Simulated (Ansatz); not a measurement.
The same molecule with X = O, S, Se. Ansatz, PBE0-D4/def2-TZVP geometries, multiplicity 1. Each molecule was computed in one conformer, which needn't be the lowest.

Elements past krypton have def2 core potentials. Scalar relativity is left out up to krypton.

| X | molecule | mean X–H bond length / Å | mean X–Zr bond length / Å | HOMO energy (ωB97M-V/def2-TZVPP) / eV | LUMO energy (PBE/def2-TZVPP) / eV | HOMO energy (PBE0/def2-TZVPP) / eV |
| --- | --- | --- | --- | --- | --- | --- |
| O | `[OH][Zr]([F])([F])[F]` | 0.953 | 1.899 | -12.74 | -1.51 | -10.26 |
| S | `[F][Zr]([F])([F])[SH]` | 1.348 | 2.441 | -10.33 | -2.73 | -8.19 |

**Question.** Give the row for X = Se, `[F][Zr]([F])([F])[SeH]`. (Estimate.)

**Answer.** Computed: 
```
 X                  molecule  mean X–H bond length / Å  mean X–Zr bond length / Å  HOMO energy (ωB97M-V/def2-TZVPP) / eV  LUMO energy (PBE/def2-TZVPP) / eV  HOMO energy (PBE0/def2-TZVPP) / eV
Se  `[F][Zr]([F])([F])[SeH]`                     1.474                      2.579                                  -9.80                              -2.79                               -7.71
```

From O to Se the mean X–H bond length rises at each step, by 0.521 Å in all; the mean X–Zr bond length rises at each step, by 0.680 Å in all; the HOMO energy (ωB97M-V/def2-TZVPP) rises at each step, by 2.94 eV in all; the LUMO energy (PBE/def2-TZVPP) falls at each step, by 1.28 eV in all; the HOMO energy (PBE0/def2-TZVPP) rises at each step, by 2.55 eV in all. Bonds lengthen as the atom grows down the group.

Spin–orbit coupling is left out; it splits and shifts lone-pair levels of the heavy atoms by tenths of an eV.
